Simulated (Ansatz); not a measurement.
`CS[SiH](C)Cl` + `C[NH][AlH2]` → `CC[NH][AlH2]` + `C[SiH](S)Cl` at 298.15 K and 1 bar (formal exchange of groups at a C–S bond).

Calculated with Ansatz (gas phase, PBE0-D4/def2-TZVP geometries, no zero-point term in ΔE). CCSD(T)/CBS adds triple-zeta CCSD(T) − MP2 to the extrapolated MP2 energy (def2 sets, frozen cores). Each species was taken in one conformer, which may not be the lowest.

| species | CCSD(T)/CBS energy (Eh) | H − E (kJ/mol) | S (J/(mol·K)) |
| --- | --- | --- | --- |
| `CS[SiH](C)Cl` | -1227.04847 | 252.7 | 380.8 |
| `C[NH][AlH2]` | -338.38977 | 194.1 | 292.2 |
| `CC[NH][AlH2]` | -377.65408 | 272.0 | 323.7 |
| `C[SiH](S)Cl` | -1187.79090 | 170.1 | 341.6 |

H − E and S are ideal-gas, rigid-rotor, harmonic terms from PBE0-D4/def2-TZVP, for one conformer and one mirror image of each species. 1 Eh = 2625.50 kJ/mol, R = 8.31446 J/(mol·K).

Problem. By hand: ΔE, ΔH, ΔS and ΔG.

Solution. ΔE = (-377.65408) + (-1187.79090) − (-1227.04847) − (-338.38977) = -0.00674 Eh = -17.7 kJ/mol. Δ(H − E) = 272.0 + 170.1 − 252.7 − 194.1 = -4.7, so ΔH = -22.4 kJ/mol. ΔS = 323.7 + 341.6 − 380.8 − 292.2 = -7.7 J/(mol·K). ΔG = -22.4 − 298.15 × (-7.7)/1000 = -20.1 kJ/mol.

Problem. By hand: the equilibrium constant, and the temperature at which ΔG would vanish if ΔH and ΔS stayed fixed.

Solution. log₁₀ K = −ΔG/(RT ln 10) = 3.5. ΔG = 0 at ΔH/ΔS = 2909 K, far beyond where these terms or the molecules hold.

The number of gas molecules stays the same, so ΔS is small and ΔH decides. A doubt of 5 kJ/mol in ΔE shifts log₁₀ K by 0.9 here. Other conformers and mirror images would add mixing entropy, several J/(mol·K) or more a flexible species. These are equilibria of isolated gas molecules and say nothing of rates. Largest T1 diagnostic: 0.012 (customary marks: 0.02 for closed shells, 0.045 for open ones).
